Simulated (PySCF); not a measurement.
## Vibration and rotation of PmS

PBE0 constants of PmS, sextet, about 4.8 electrons in the 4f shell (Mulliken), real f orbitals that mix terms (basis Pm x2c-SVPall, S x2c-SVPall; spin-free X2C with a Gaussian nucleus; PySCF 2.14; masses 144.9127 and 31.9721 u):

| Quantity | Value |
| --- | --- |
| ωe | 396.0 cm⁻¹ |
| ωexe | 0.814 cm⁻¹ |
| Be | 0.11476 cm⁻¹ |
| αe | 0.000401 cm⁻¹ |
| D (centrifugal) | 3.86e-08 cm⁻¹ |
| De to Pm (4f5 6s2) + S | 4.39 eV |

Question: Give the vibrational terms G(v) and spacings up to v = 3.

Answer: G(v) = ωe(v+½) − ωexe(v+½)².

| v | G(v) (cm⁻¹) | G(v) − G(v−1) | Bv (cm⁻¹) |
| --- | --- | --- | --- |
| 0 | 198 |  | 0.1146 |
| 1 | 592 | 394 | 0.1142 |
| 2 | 985 | 393 | 0.1138 |
| 3 | 1376 | 391 | 0.1134 |

Question: How well does the Morse estimate ωe²/(4ωexe) reproduce De, and what is D0?

Answer: It gives 5.97 eV, 136 % of the computed De. D0 = De − G(0) = 4.39 − 0.02 = 4.37 eV.

Spin–orbit coupling is left out, which matters for elements this heavy, above all for dissociation energies. The state is the lowest single determinant that the PBE0 search found; with open d or f shells the true ground state can be another one.
